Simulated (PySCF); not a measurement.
H2InO2, multiplicity 2. Atoms are numbered in the order given.

```xyz
5

In     0.3073     0.0028     0.0000
O     -0.7303     1.7426     0.0000
H     -1.6777     1.5492     0.0000
O     -0.8902    -1.6431     0.0000
H     -0.4172    -2.4835     0.0000
```
Charge 0, spin multiplicity 2.

Geometry optimised at B3LYP-D3(BJ)/def2-TZVP. The def2 effective core potentials stand for the cores of In; spin–orbit coupling is left out. One conformer was computed; it need not be the lowest.

These are CAM-B3LYP/def2-TZVPD run with PySCF values and carry that method's errors.

Gas-phase values at a fixed geometry.

### Question
Estimate the frontier levels, dipole moment and polarisability. (Estimate from the structure and the level; the computed values follow.)

### Answer

```json
{
 "α spin, highest occupied and lowest empty level": "-8.03 and -0.59 eV",
 "β spin, highest occupied and lowest empty level": "-9.80 and -3.08 eV",
 "dipole_moment": "2.59 D",
 "quadrupole, principal values (traceless, Buckingham form, about the centre of nuclear charge)": "-7.57, 3.07, 4.50 D·Å",
 "mean_static_polarisability": "52.6 bohr³ (7.79 Å³)",
 "polarisability_principal_values": "43.5, 50.3, 63.9 bohr³",
 "⟨S²⟩": "0.756 (pure state 0.75)"
}
```
